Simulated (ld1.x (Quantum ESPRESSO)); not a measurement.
**neon TM: all-electron and pseudo phase curves**

- Element: Ne (Z = 10)
- Generator: ld1.x (Quantum ESPRESSO) 7.5
- Type: norm-conserving Troullier–Martins (Kleinman–Bylander form)
- Functional: PBEsol
- Relativity: non-relativistic
- Frozen core: [He]
- Valence charge: 8
- Reference configuration: 2s2 2p5 (charge +1)
- Partial waves: 2s (bound): rc 0.60 bohr; 2p (bound): rc 2.16 bohr
- Local potential: the p channel
- Core correction: none

The phase is arctan(r·u′/u) with u = r·R(r), unwrapped; energies in Ry, scanned from -6 to 5 Ry. A pole is an energy at which the radial function vanishes at the test radius. The pseudo phase is shifted by a multiple of π to meet the all-electron one at the reference energy, and phase errors are pseudo minus all-electron; the curves can meet again beyond the range given. Levels narrower than the energy grid can be missing from the lists of poles.

Problem. For each channel, where are the poles, and over which energies does the pseudopotential scatter like the atom?

Solution.

| channel | radius (bohr) | reference energy (Ry) | poles, all-electron | poles, pseudo | unbroken range about the reference energy with phases within 0.05 rad | phase error 1 Ry above the reference energy (rad) |
| --- | --- | --- | --- | --- | --- | --- |
| s | 2.35 | -4.06 | -4.01, 2.98 | -4.01, 3.19 | below -1.6 | +0.013 |
| p | 2.35 | -2.37 | -2.28, 3.48 | -2.27 | -2.4 to -1.2 | +0.038 |

Phases in the p channel:

```json
{"E (Ry)": "-6.00", "all-electron": "1.383", "pseudo": "1.386"}
{"E (Ry)": "-5.48", "all-electron": "1.373", "pseudo": "1.376"}
{"E (Ry)": "-4.96", "all-electron": "1.360", "pseudo": "1.364"}
{"E (Ry)": "-4.44", "all-electron": "1.343", "pseudo": "1.349"}
{"E (Ry)": "-3.92", "all-electron": "1.322", "pseudo": "1.329"}
{"E (Ry)": "-3.40", "all-electron": "1.288", "pseudo": "1.298"}
{"E (Ry)": "-2.88", "all-electron": "1.211", "pseudo": "1.228"}
{"E (Ry)": "-2.36", "all-electron": "-1.292", "pseudo": "-1.292"}
{"E (Ry)": "-1.84", "all-electron": "-1.812", "pseudo": "-1.790"}
{"E (Ry)": "-1.32", "all-electron": "-1.904", "pseudo": "-1.863"}
{"E (Ry)": "-0.80", "all-electron": "-2.006", "pseudo": "-1.930"}
{"E (Ry)": "-0.28", "all-electron": "-2.181", "pseudo": "-2.019"}
{"E (Ry)": "0.24", "all-electron": "-2.580", "pseudo": "-2.164"}
{"E (Ry)": "0.76", "all-electron": "-3.471", "pseudo": "-2.445"}
{"E (Ry)": "1.28", "all-electron": "-4.159", "pseudo": "-3.035"}
{"E (Ry)": "1.80", "all-electron": "-4.433", "pseudo": "-3.785"}
{"E (Ry)": "2.32", "all-electron": "-4.565", "pseudo": "-4.206"}
{"E (Ry)": "2.84", "all-electron": "-4.644", "pseudo": "-4.406"}
{"E (Ry)": "3.36", "all-electron": "-4.701", "pseudo": "-4.517"}
{"E (Ry)": "3.88", "all-electron": "-4.747", "pseudo": "-4.588"}
{"E (Ry)": "4.40", "all-electron": "-4.789", "pseudo": "-4.639"}
{"E (Ry)": "4.92", "all-electron": "-4.834", "pseudo": "-4.679"}
```
